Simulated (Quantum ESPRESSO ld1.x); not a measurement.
The numbers below are computed, except where a source is named.
Excited configurations of Dy IV: one electron is placed in a higher orbital outside [Xe] 4f8. The ground configuration is [Xe] 4f9. Code: ld1.x of Quantum ESPRESSO 7.5. Model: scalar-relativistic Kohn-Sham, LDA (Slater exchange, Perdew-Wang correlation), spin-polarised, spherical densities, point nucleus; open shells are filled with parallel spins first. Excitation = E - E(ground); binding = E(ion) - E, where the ion is the core of charge +4; n* = 4/sqrt(2 binding) in atomic units, and the quantum defect is n - n*.

outer orbital  excitation (eV)  binding (eV)  quantum defect  eigenvalue (eV)
6s                      12.646        29.814           3.298          -26.424
6p                      18.801        23.658           2.967          -20.899
6d                      26.425        16.034           2.315          -14.105
7p                      29.083        13.377           2.966          -11.958
7d                      32.500         9.959           2.325           -8.872

The Delta-SCF ionisation energy is 42.460 eV (NIST Atomic Spectra Database: 41.2 eV, semi-empirical). Self-interaction in the functional shifts the binding energies and quantum defects, so they are the method's values and not measured ones. Open shells are spherical and high-spin; term and fine-structure splittings are not resolved. Spin-orbit splitting is averaged out at the scalar-relativistic level.
